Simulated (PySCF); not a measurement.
B3LYP has the VWN-RPA correlation part, as in Gaussian. Excitations are Tamm–Dancoff values on a coarser integration grid. The basis has no diffuse functions, so Rydberg states are missing or too high.

Species: [Al(CH3)3(CH3CN)] (charge 0, multiplicity 1).

What is the computed dipole moment, S1 excitation (TDA) and LUMO (B3LYP-D3(BJ)/def2-TZVP // PBE0-D3(BJ)/def2-SVP in PySCF 2.14.0)?


The dipole moment is 1.647 e·Å and the S1 excitation (TDA) is 4.52 eV. The LUMO is -0.97 eV.
